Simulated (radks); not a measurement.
The numbers below are computed, except where a source is named.
The nuclear charge of the cobalt ion Co+ is varied continuously with 26 electrons held in [Ar] 3d8. Level of theory: non-relativistic Kohn-Sham, PBE, spin-polarised, spherical densities, point nucleus; open shells are filled with parallel spins first (a radial shooting solver on a logarithmic mesh with Libxc functionals). By the Hellmann-Feynman theorem dE/dZ = E(electron-nucleus)/Z, the electronic potential at the nucleus.

Z      E (hartree)  E(electron-nucleus)/Z (hartree)  HOMO  e(HOMO) (eV)  <r> HOMO (bohr)
26.5   -1322.01438                         -118.890    3d        -5.258            1.317
26.75  -1351.92453                         -120.390    3d        -8.102            1.230
27     -1382.20866                         -121.882    3d       -11.319            1.161
27.25  -1412.86527                         -123.370    3d       -14.881            1.105
27.5   -1443.89315                         -124.853    3d       -18.763            1.056
27.75  -1475.29128                         -126.332    3d       -22.947            1.014
28     -1507.05876                         -127.808    3d       -27.419           0.9769

The central difference of E at Z = 27 is -121.881 hartree, to compare with the third column; the second derivative is -5.96 hartree.
